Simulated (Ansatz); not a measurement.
`[CH3][Ge][Br]` + HCl → `[CH3][Ge][Cl]` + HBr at 500 K and 1 bar (ligand exchange at a Ge–Br bond).

Program: Ansatz. Geometries: PBE0-D4/def2-TZVP. ΔE: electronic, gas phase. CCSD(T)/CBS is the MP2 limit (def2-TZVPP, def2-QZVPP) plus CCSD(T) − MP2 in def2-TZVPP, frozen cores. This one scheme is used for every species. For Br, Ge outer-core shells are correlated without core-valence functions, which leaves a few kJ/mol of doubt a bond. Scalar relativity is left out up to krypton.

| species | CCSD(T)/CBS energy (Eh) | H − E (kJ/mol) | S (J/(mol·K)) |
| --- | --- | --- | --- |
| `[CH3][Ge][Br]` | -4689.31568 | 126.2 | 362.1 |
| HCl | -460.38127 | 32.5 | 201.9 |
| `[CH3][Ge][Cl]` | -2575.77362 | 126.4 | 350.0 |
| HBr | -2573.91920 | 30.5 | 213.7 |

H − E and S are ideal-gas, rigid-rotor, harmonic terms from PBE0-D4/def2-TZVP. 1 Eh = 2625.50 kJ/mol, R = 8.31446 J/(mol·K).

By hand: ΔE, ΔH, ΔS and ΔG.

ΔE = (-2575.77362) + (-2573.91920) − (-4689.31568) − (-460.38127) = 0.00413 Eh = 10.8 kJ/mol. Δ(H − E) = 126.4 + 30.5 − 126.2 − 32.5 = -1.8, so ΔH = 9.0 kJ/mol. ΔS = 350.0 + 213.7 − 362.1 − 201.9 = -0.3 J/(mol·K). ΔG = 9.0 − 500 × (-0.3)/1000 = 9.2 kJ/mol.

By hand: the equilibrium constant, and the temperature at which ΔG would vanish if ΔH and ΔS stayed fixed.

log₁₀ K = −ΔG/(RT ln 10) = -1.0. ΔH and −TΔS have one sign here, so there is no such temperature.

The number of gas molecules stays the same, so ΔS is small and ΔH decides. A doubt of 5 kJ/mol in ΔE shifts log₁₀ K by 0.5 here. These are equilibria of isolated gas molecules and say nothing of rates. Largest T1 diagnostic: 0.012 (customary marks: 0.02 for closed shells, 0.045 for open ones).

ΔS is within the doubt of such terms, so its sign, and with it that verdict, could turn.
